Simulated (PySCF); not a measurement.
C6H12N2.
Atom-mapped SMILES: `[CH2:1]=[CH:2][CH2:3][N:4]([CH3:5])/[N:6]=[CH:7]\[CH3:8]` (hydrogens: H9, H10 on C1; H11 on C2; H12, H13 on C3; H14, H15, H16 on C5; H17 on C7; H18, H19, H20 on C8)

Torsions of this conformer, `[CH2:1]=[CH:2][CH2:3][N:4]([CH3:5])/[N:6]=[CH:7]\[CH3:8]`: C1–C2–C3–N4 136°, C2–C3–N4–C5 85°, C3–N4–N6–C7 -50°.

The closed-shell ground state was solved at several levels (PySCF, density fitting, gas phase, non-relativistic). The structure is a single PBE0-D3(BJ)/def2-SVP conformer in the gas phase; no vibrational or solvent corrections.

| level | basis functions | total energy (Eh) | HOMO (eV) | LUMO (eV) | gap (eV) | dipole (D) |
| --- | --- | --- | --- | --- | --- | --- |
| CAM-B3LYP/def2-SVPD | 256 | -344.8587 | -7.18 | 1.15 | 8.33 | 1.62 |
| B97-2/pcSseg-1 | 196 | -345.1129 | -5.55 | 0.05 | 5.60 | 1.57 |

**Question.** Estimate the row for PBE0/pcSseg-1, a basis of 196 functions; the other rows only guide the guess.

**Answer.** Total energy -344.8232 Eh, HOMO -5.79 eV, LUMO 0.10 eV, gap 5.89 eV, dipole 1.58 D.

**Question.** Over all these levels, which gives the widest orbital gap and which the narrowest?

**Answer.** CAM-B3LYP/def2-SVPD (range-separated hybrid) has the widest, 8.33 eV, and B97-2/pcSseg-1 (global hybrid, 21 % exact exchange) the narrowest, 5.60 eV. Functional and basis both differ between the two, so the spread mixes both effects.

**Question.** How far do the dipole and the HOMO energy spread over the levels?

**Answer.** The dipole runs from 1.57 to 1.62 D (mean 1.59 D) and the HOMO from -7.18 to -5.55 eV.
